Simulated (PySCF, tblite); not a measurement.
Isomers of C6H8N2Si, one GFN2-xTB conformer each. Single-point energies are computed at PBE0/pcSseg-1 (PySCF, gas phase, no added dispersion term), electronic only.

Question: Rank them by PBE0/pcSseg-1 energy, lowest first (kcal/mol).
A. `[CH2:1]=[CH:2][CH2:3][Si@@H:4]1[CH2:5][C:6]([C:7]#[N:8])=[N:9]1` with C1–C2–C3–Si4 -106°, C2–C3–Si4–C5 40°
B. `[H]/[N:5]=[C:4](\[CH2:3][C:2]#[N:1])[CH2:6][C:7]#[C:8][SiH3:9]` with C2–C3–C4–N5 -112°, C3–C4–C6–C7 61°
C. `[CH:1]#[C:2][CH2:3][Si@@:4]([CH3:5])([C:6]#[N:7])[N:8]=[CH2:9]` with C2–C3–Si4–C5 -54°, C3–Si4–N8–C9 -121°

Answer: C (0.0), A (0.8), B (23.1).

As drawn, the highest has an N–H bond, which the lowest lacks. Neighbours under 2.5 kcal/mol apart (C#CC[Si@@](C)(C#N)N=C and C=CC[Si@@H]1CC(C#N)=N1) can change places with a better method, another conformer or zero-point energy. GFN2-xTB itself gives, in the same order: 18.9, 0.0, 0.7. GFN2-xTB puts C=CC[Si@@H]1CC(C#N)=N1 lowest instead; measured from each level's own lowest isomer, the values differ by up to 22.4 kcal/mol ([H]/N=C(\CC#N)CC#C[SiH3]: 0.7 against 23.1).

Which frontier levels, dipoles and rotational constants go with these structures?

| SMILES | HOMO (eV, PBE0/pcSseg-1) | LUMO (eV) | dipole (D) | A, B, C (MHz) |
| --- | --- | --- | --- | --- |
| C#CC[Si@@](C)(C#N)N=C | -7.59 | -1.37 | 3.23 | 1772, 985.8, 837.1 |
| C=CC[Si@@H]1CC(C#N)=N1 | -7.62 | -2.08 | 5.16 | 2438, 857.3, 728.2 |
| [H]/N=C(\CC#N)CC#C[SiH3] | -7.86 | -0.90 | 3.03 | 2217, 610.9, 533.3 |

What happens when harmonic zero-point energies from GFN2-xTB frequencies are added?

```csv
SMILES,ZPE (kcal/mol),electronic (kcal/mol),with ZPE (kcal/mol)
C#CC[Si@@](C)(C#N)N=C,75.8,0.0,0.0
C=CC[Si@@H]1CC(C#N)=N1,77.2,0.8,2.2
[H]/N=C(\CC#N)CC#C[SiH3],73.6,23.1,20.9
```

The zero-point energies span 3.6 kcal/mol. The order is unchanged.
